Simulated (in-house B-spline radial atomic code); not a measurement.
**RPA and G0W0 on PBE: Rb14+**

Configuration [Ar] 3d5, highest spin, mean-field start PBE. Computed with a B-spline radial code for spherical atoms: all electrons, non-relativistic, point nucleus, each spin shell either full or empty, empty states to l = 9 with an (l + 1/2)⁻⁴ tail; G0W0 by contour deformation at full frequency.

Without relativity these are model numbers: it shifts the levels of so heavy an element strongly and can reorder them.

Command:
```bash
python run_gw.py task.json out
```
Settings (radii: box in bohr, nucleus in fm):
```
Z                        37
electrons                23
configuration            [Ar] 3d5
hamiltonian              nr
method                   pbe,pbe
lmax                     9
spin_polarised           True
box_radius               5.25
intervals                48
```

Run time, properties included: 1.8 s on 1 thread of Arm Neoverse V1, on a shared host.

Energies (hartree):

```json
{"term": "mean-field total", "value": "-2849.42176"}
{"term": "Hartree-Fock functional on these orbitals", "value": "-2848.80757"}
{"term": "direct second order", "value": "-1.7898"}
{"term": "second-order exchange", "value": "0.58176"}
{"term": "SOSEX correction", "value": "0.55231"}
```

Task: What is the RPA correlation energy, and what remains with SOSEX?

Result: RPA gives -1.6496 hartree (-1.95 eV per electron); RPA + SOSEX gives -1.0973, and the second-order doubles -1.2081 hartree (no singles). RPA lacks exchange-type terms and so overcorrelates at short range.

Quasi-particle levels (eV):

```csv
level,occupied,mean field,Σx - vxc,Σc,QP weight,G0W0
3d up,yes,-481.41,-26.94,?,?,?
3p down,yes,-580.83,-21.51,-0.30,0.979,-602.64
3d down,no,-468.42,27.83,-5.85,0.984,-446.44
```

G0W0 = mean field + (Σx - vxc) + Σc, with Σc (partial-wave tail included) taken at the quasi-particle energy. Only the outer levels were computed. Levels of low weight are left out.

Task: Where does G0W0 put 3d up?

Result: At -506.28 eV, with Σc = 2.06 eV and a quasi-particle weight of 0.982. The tabulated removal energy is 502 ± 3 eV (NIST, tabulated theory); the calculation leaves out relativity, Breit and QED terms, and what these don't explain is the method's own error.
